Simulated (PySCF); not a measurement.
## SeO₂I₂: adding exact exchange

Base calculation in PySCF with density fitting and no spin–orbit coupling, PBE/def2-SVP (scalar-relativistic core potentials): singlet, C2v, Se–I 2.648 Å (×2), Se–O 1.623 Å (×2); I–Se–I 102.6°, I–Se–O 107.8° (×4), O–Se–O 121.6°; wavenumbers 63, 148, 162, 163, 164, 283, 320, 915, 989 cm⁻¹; dipole moment 2.31 D, gap between the highest occupied and lowest empty levels 1.37 eV, polar-tensor charge of Se 1.70 e, atomisation energy (no zero-point energy) 1101 kJ/mol.

**Question.** What changes on going to PBE0/def2-SVP (scalar-relativistic core potentials)?

**Answer.** The point group stays the same. Changes: mean bond to Se -0.046 Å, smallest bond angle +0.1 degrees, highest wavenumber +68 cm⁻¹, lowest wavenumber +8 cm⁻¹, dipole moment +0.62 D, gap between the highest occupied and lowest empty levels +2.13 eV, polar-tensor charge of Se +0.21 e, atomisation energy (no zero-point energy) -185 kJ/mol. The new structure has Se–I 2.583 Å (×2), Se–O 1.596 Å (×2); I–Se–I 102.7°, I–Se–O 107.8° (×4), O–Se–O 121.4°, with wavenumbers 71, 162, 177, 184, 186, 314, 346, 977, 1057 cm⁻¹. Exact exchange shortens and stiffens the bonds and opens the gap, the usual pattern.

Each species is the lowest minimum found with this bonding; other isomers or fragments can lie lower.
